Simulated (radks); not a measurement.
Spherical quantum dot in the effective-mass picture: electrons in a hard-walled sphere of radius 1.81, with a point charge +1 (a donor) at the centre, all in effective atomic units (hartree* = m*/eps^2 hartree, bohr* = eps/m* bohr), one dielectric constant everywhere. Calculated with a radial shooting solver with Libxc functionals: non-relativistic Kohn-Sham, LDA (Slater exchange, Perdew-Wang correlation), spin-polarised, spherical densities. Levels are named by radial order and angular momentum (1s, 1p, 1d, 2s, ...), and open shells are averaged over m.

N = 38, configuration 1s2 1p6 1d10 2s2 1f14 1g(up 4, down 0). This is the lowest configuration that the search found. Occupied and some empty levels:

| level | occupation | eigenvalue (hartree*) | <r> (bohr*) |
|---|---|---|---|
| 1s up | 1 | 28.214 | 1.148 |
| 1s down | 1 | 28.279 | 1.143 |
| 1p up | 3 | 29.151 | 1.233 |
| 1p down | 3 | 29.225 | 1.231 |
| 1d up | 5 | 30.618 | 1.286 |
| 1d down | 5 | 30.698 | 1.285 |
| 1f up | 7 | 32.573 | 1.327 |
| 2s up | 1 | 32.613 | 0.7783 |
| 2s down | 1 | 32.641 | 0.7804 |
| 1f down | 7 | 32.657 | 1.326 |
| 1g up | 4 | 34.979 | 1.359 |
| 1g down | 0 | 35.065 | 1.359 |
| 2p up | 0 | 35.805 | 0.9350 |
| 2p down | 0 | 35.840 | 0.9352 |
| 1h up | 0 | 37.812 | 1.387 |
| 1h down | 0 | 37.900 | 1.386 |
| 2d up | 0 | 39.137 | 1.027 |
| 2d down | 0 | 39.179 | 1.026 |
| 3s up | 0 | 39.698 | 0.8605 |
| 3s down | 0 | 39.734 | 0.8611 |

Energy (hartree*): total 692.482, kinetic 244.35, external -33.020, Hartree 519.71, exchange-correlation -38.554.
